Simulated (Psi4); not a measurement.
C3H8N (SMILES [CH2]N(C)C), doublet, geometry from GFN2-xTB. Base run: Psi4 with TPSS/STO-3G.

The Psi4 input:
```
memory 2 GB

molecule mol {
0 2
N     0.001077    0.052527    0.222910
C    -0.001197    1.432479    0.079403
C     1.208708   -0.648419   -0.127111
C    -1.208487   -0.651122   -0.114799
H     0.919958    1.932558    0.313588
H    -0.921034    1.930500    0.322966
H     1.309303   -0.793595   -1.212227
H     1.206468   -1.629783    0.351068
H     2.069969   -0.085681    0.226858
H    -1.319806   -0.796534   -1.198835
H    -2.067353   -0.090307    0.247933
H    -1.199182   -1.632473    0.363322
}

set {
  basis sto-3g
  reference uks
}

energy('tpss')
print_variables()
```

The base run was repeated with changes; each row names its change, and settings that it needs were set with it.

```tsv
change	ΔE vs base (mEh)	point group used	SCF cycles
base	0.000	c1	8
molecule keys = symmetry c1	0.000	c1	8
jitter_ang = 0.002	0.008	c1	8
molecule keys = no_reorient	0.000	c1	8
molecule keys = symmetry c1, no_reorient, no_com	0.000	c1	8
```

Open shells are given as the SCF converged; they aren't shown to be the lowest states, and a large step between rows can be another state.
